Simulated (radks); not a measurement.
The numbers below are computed, except where a source is named.
Zn10+, configuration [Ar] 3d2. Level of theory: scalar-relativistic Kohn-Sham, Wu-Cohen GGA, spin-unpolarised, spherical densities, finite nucleus; Fermi nuclear charge, rms radius 3.9283 fm (a radial shooting solver on a logarithmic mesh with Libxc functionals).

X-ray form factor f0, the Fourier transform of the density (f0(0) = 20):

| sin(theta)/lambda (1/angstrom) | f0 (electrons) |
|---|---|
| 0.05 | 19.910 |
| 0.1 | 19.644 |
| 0.15 | 19.213 |
| 0.2 | 18.635 |
| 0.25 | 17.935 |
| 0.3 | 17.140 |
| 0.4 | 15.375 |
| 0.5 | 13.559 |
| 0.6 | 11.864 |
| 0.8 | 9.189 |
| 1 | 7.515 |
| 1.25 | 6.325 |
| 1.5 | 5.538 |
| 2 | 4.158 |
